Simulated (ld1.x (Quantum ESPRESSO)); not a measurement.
molybdenum (Mo): excitation energies, all-electron against RRKJ

- Element: Mo (Z = 42)
- Generator: ld1.x (Quantum ESPRESSO) 7.5
- Type: norm-conserving RRKJ (Kleinman–Bylander form)
- Functional: LDA (PZ)
- Relativity: scalar-relativistic
- Frozen core: [Ar] 3d10 4s2
- Valence charge: 12
- Reference configuration: 4p6 4d5 5s1 5p0
- Partial waves: 4p (bound): rc 1.25 bohr; 4d (bound): rc 1.50 bohr; 5s (bound): rc 2.95 bohr
- Local potential: the s channel
- Core correction: a·sin(br)/r model core, default radius (core density twice the valence density)

Energies are relative to the spin-unpolarised reference configuration 4p6 4d5 5s1 5p0; without spin polarisation the order of configurations can differ from experiment. Spin-polarised rows fill each open shell by Hund’s rule, majority spin first.

```
           valence configuration  charge  ΔE all-electron (eV)  error AE − PS (meV)
                 4p6 4d4 5s0 5p0      +2                22.889                  -57
               4p6 4d5 5s0.5 5p0    +0.5                 2.864                 -2.8
                 4p6 4d4 5s1 5p1       0                 3.760                 -649
             4p6 4d5.5 5s0.5 5p0       0                 0.310                  -13
                 4p6 4d5 5s0 5p1       0                 3.245                 -455
4p6 4d5 5s1 5p0 (spin-polarised)       0                -3.924                  +73
4p6 4d5 5s0 5p0 (spin-polarised)      +1                 3.795                  +39
```

Task: What are ΔE and the potential's error for 4p6 4d5 5s0 5p0?

Result: ΔE = 7.186 eV all-electron; the error (AE − PS) is -12 meV.

Task: What are ΔE and the potential's error for 4p6 4d3 5s0 5p0?

Result: ΔE = 49.850 eV all-electron; the error (AE − PS) is -256 meV.

These tests converged, but a pseudo level misses the all-electron one widely, so the file describes the atom poorly there or has found another state: 4p6 4d3 5s0 5p0: empty 5p by 2.4 eV.
